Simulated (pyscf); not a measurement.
Structures and frequencies: ωB97X-D3(BJ)/def2-SVP in PySCF. MP2 and CC: frozen core, UHF for open shells. ΔMP2 is the change of the MP2 total energy from the triple- to the quadruple-zeta basis.

Task: How much does it cost (ΔH, 298 K, CCSD(T)/def2-TZVPP + ΔMP2(QZVPP)) to split H₂B–B(Cl)–Cl at its B–B bond into BH₂• + [Cl–B–Cl]•?

Result: B–B to BH₂• + [Cl–B–Cl]•: 425.4 kJ/mol. The radicals are drawn with the spin at the cut bond; how far it spreads was not checked. The CCSD(T) − MP2 part came from Ansatz, without density fitting, on the same reference.
